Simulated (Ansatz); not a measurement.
Basis sets compared for [SiI3]- (SiI3⁻). Charge -1, multiplicity 1. Geometry r2SCAN-D4/def2-SVPD. Ansatz on 2 threads of Arm Neoverse V1 on a shared host; times are rough, and most runs start from earlier orbitals.

```xyz
4

Si    0.243   -0.748   -0.498
I     1.961    0.152    1.306
I    -1.940   -0.904    0.993
I    -0.264    1.500   -1.802
```

In the def2 sets I takes a core potential, while STO-3G treats all electrons; there is no spin–orbit coupling.

STO-3G and 6-31G are all-electron sets without relativity, so their totals don't compare with the def2 sets.

```
                           level  functions  energy (Eh)  HOMO (eV)  LUMO (eV)  wall time
                       HF/STO-3G         90  -20837.7633      -1.00      11.23      1.8 s
                   HF/def2-TZVPD        220   -1179.1077      -4.29       3.45        9 s
                PBE-D4/def2-SVPD        129   -1182.5428      -1.53       1.47      2.8 s
 PBE-D4/def2-TZVPD (with forces)        220   -1182.6656      -1.50       1.50      6.5 s
               PBE0-D4/def2-SVPD        129   -1182.6424      -2.41       2.11      4.8 s
PBE0-D4/def2-TZVPD (with forces)        220   -1182.7637      -2.36       2.13       14 s
```

(1) Estimate the rows for PBE0-D4/def2-QZVPPD.

## Answers

(1) 
| level | functions | energy (Eh) | HOMO (eV) | LUMO (eV) | wall time |
| --- | --- | --- | --- | --- | --- |
| PBE0-D4/def2-QZVPPD | 349 | -1182.7755 | -2.37 | 2.12 | 20 s |
